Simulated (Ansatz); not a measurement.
Frontier orbitals of C2H7AlO2, SMILES `C[O][AlH][O]C`.

Charge 0, multiplicity 1. The geometry is a stationary point of PBE0-D4/def2-TZVP. It is one conformer, not always the lowest. Basis def2-TZVPP, Ansatz.

```tsv
functional	HOMO (eV)	LUMO (eV)	gap (eV)
LDA (SPW92)	-6.55	-1.01	5.54
PBE	-6.41	-0.81	5.60
r2SCAN	-6.73	-0.40	6.33
B97M-V	-6.88	-0.70	6.18
PBE0	-7.97	-0.04	7.93
B3LYP	-7.74	-0.27	7.47
r2SCAN0	-8.21	0.21	8.42
HSE06 (plane-wave form)	-7.57	-0.40	7.17
CAM-B3LYP	-9.44	0.84	10.28
ωB97X-V	-10.45	1.82	12.27
ωB97M-V	-10.38	1.47	11.85
```

A quarter of exact exchange (PBE0) shifts PBE's HOMO by −1.57 eV and its LUMO by +0.77 eV; full exchange at long range (ωB97M-V) shifts them by −3.98 and +2.28 eV. The gap opens from 5.60 to 11.85 eV, since occupied levels lose self-interaction and empty ones feel all the electrons. A positive LUMO is unbound and depends on the basis.

B3LYP here is the variant with VWN-RPA as its local correlation; programs differ in this.
